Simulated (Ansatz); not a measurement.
`C[CH2][AlH][CH2]C`, relaxed with RKS PBE0-D4/def2-TZVP in the Gaussian-basis code of Ansatz from a PBE-D4/def2-SVP geometry. The force threshold is 0.005 eV/Å; the program also tests the step.

The species carries charge 0 and has multiplicity 1.

Start:

```xyz
16

C     1.443    1.458    0.147
C     0.238    1.675   -0.782
Al   -1.099    0.231   -1.007
C    -1.120   -1.489   -0.026
C    -0.092   -1.744    1.088
H     1.131    1.236    1.188
H     2.110    2.347    0.192
H     2.070    0.604   -0.180
H     0.578    1.948   -1.809
H    -0.343    2.574   -0.462
H    -2.275    0.478   -2.082
H    -1.051   -2.283   -0.807
H    -2.158   -1.609    0.365
H    -0.179   -1.002    1.909
H    -0.205   -2.748    1.550
H     0.951   -1.677    0.715
```

Problem. How much energy does the relaxation release, and in how many steps? (An estimate is asked.)

Solution. The calculation gave: 5.25 kJ/mol, in 4 steps.

Problem. Which bonds change most? (An estimate is asked.)

Solution. Computed: C5–H15 from 1.112 to 1.095 Å; C1–H7 from 1.112 to 1.095 Å; C2–Al3 from 1.980 to 1.964 Å; C5–H16 from 1.110 to 1.093 Å.

Problem. Give the relaxed structure. (An estimate is asked.)

Solution. The calculation gave: 
```xyz
16

C     1.432    1.450    0.148
C     0.234    1.665   -0.776
Al   -1.087    0.229   -0.995
C    -1.113   -1.479   -0.027
C    -0.090   -1.733    1.079
H     1.120    1.239    1.174
H     2.087    2.326    0.184
H     2.045    0.605   -0.174
H     0.577    1.925   -1.787
H    -0.332    2.553   -0.459
H    -2.251    0.474   -2.061
H    -1.041   -2.264   -0.794
H    -2.133   -1.595    0.366
H    -0.173   -0.998    1.884
H    -0.210   -2.722    1.533
H     0.935   -1.673    0.705
```
